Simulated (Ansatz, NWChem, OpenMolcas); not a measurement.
BSiH4O2F (SMILES OB(F)O[SiH3]): methods side by side

BSiH4O2F has 9 atoms, charge 0, and is taken as a singlet. SMILES: `OB(F)O[SiH3]`. The shape is that of a PBE0-D4/def2-TZVP optimisation. This is one conformer, not always the lowest.

Quantity: the HOMO–LUMO gap, in eV. The values are calculated.

```json
{"level": "BLYP/6-31G* (spherical functions)", "kind": "GGA", "program": "OpenMolcas", "value (eV)": "7.13", "CPU time": "22 s"}
{"level": "revPBE/6-31G* (spherical functions)", "kind": "GGA", "program": "Ansatz", "value (eV)": "7.19", "CPU time": "3.8 s"}
{"level": "BHLYP/6-31G* (spherical functions)", "kind": "global hybrid", "program": "Ansatz", "value (eV)": "11.89", "CPU time": "3.9 s"}
{"level": "PBE0/6-31G* (spherical functions)", "kind": "global hybrid", "program": "NWChem", "value (eV)": "9.57", "CPU time": "62 s"}
{"level": "HSE06/6-31G* (spherical functions)", "kind": "range-separated hybrid", "program": "Ansatz", "value (eV)": "8.79", "CPU time": "5.1 s"}
{"level": "wB97M-V/6-31G* (spherical functions)", "kind": "range-separated hybrid", "program": "Ansatz", "value (eV)": "13.61", "CPU time": "30 s"}
{"level": "wB97X/6-31G* (spherical functions)", "kind": "range-separated hybrid", "program": "Ansatz", "value (eV)": "14.16", "CPU time": "15 s"}
{"level": "B2PLYP/6-31G* (spherical functions)", "kind": "double hybrid", "program": "OpenMolcas", "value (eV)": "12.16", "CPU time": "15 s"}
```

The values span 7.13 to 14.16 eV. Orbital gaps aren't excitation energies, and those of double hybrids come from the SCF part alone; they tend to grow with the share of exact exchange. Times are those of the runs behind each value, whatever else they computed, on shared processors of several kinds: orders of magnitude only.
